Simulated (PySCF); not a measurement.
BFH3NSi (calculated)

All values are calculated (PySCF 2.14.0). Calculation on a computer-drawn molecule: the log of a Hartree-Fock and frozen-core CCSD(T) single point meant for a local Hartree-Fock minimum, with one planted fault or none, to be diagnosed. Offsets are logged minus clean, where the clean run is the same molecule without the fault. The reference is restricted for singlets and unrestricted otherwise, and also for a bond in bohr or an excited solution. Adding or removing an electron swaps singlet and doublet. The excited solution moves the top pair (singlet) or top alpha electron (doublet) to the lowest empty orbital. Highest occupied and lowest empty are orbital energies over both spins, largest force is the largest gradient component, triples share is (T) over the correlation energy, the T1 limit is 0.02 restricted and 0.045 unrestricted, electrons count all cores, a negative frequency is imaginary (commonest isotopes), and the dipole is about the centre of nuclear charge.

## BFH3NSi

Logged structure:
```xyz
7
BFH3NSi
N     -2.5588     0.9984     1.4244
Si    -2.2340     1.1700     3.0919
B     -0.4383     0.1211     3.1536
F     -0.4156    -1.1355     3.6178
H     -2.0184     0.5181     0.7298
H     -3.3845     1.3991     1.0196
H      0.6420     0.5701     2.8509
```

* meant charge: 0
* meant multiplicity: 1
* meant basis: cc-pV(D+d)Z
* logged electrons: 38
* logged basis functions: 80
* logged SCF converged: yes
* logged spin squared: 0
* logged highest occupied: -4.9319 eV
* logged lowest empty: -1.9504 eV
* logged largest force: 0.049106 hartree/bohr
* logged CC converged: no
* logged dipole magnitude: 1.9039 debye
* logged SCF stable within its kind: no
* logged energy HF: -469.02157 hartree
* possible faults: no fault, one electron removed, one electron added, multiplicity raised by two, geometry at a saddle point, SCF held on an excited solution, minimal basis STO-3G, one bond length entered in bohr, all coordinates scaled
* planted fault: ?

Drawn bonds:
```csv
atom,other atom,order
1,2,1
2,3,1
3,4,1
1,5,1
1,6,1
3,7,1
```

Notes: CCSD not converged.

Questions
1. Which fault was planted in the run of BFH3NSi?

Answers
1. SCF held on an excited solution

Further results for BFH3NSi:

- HF energy offset from clean run: 161.6 kcal/mol
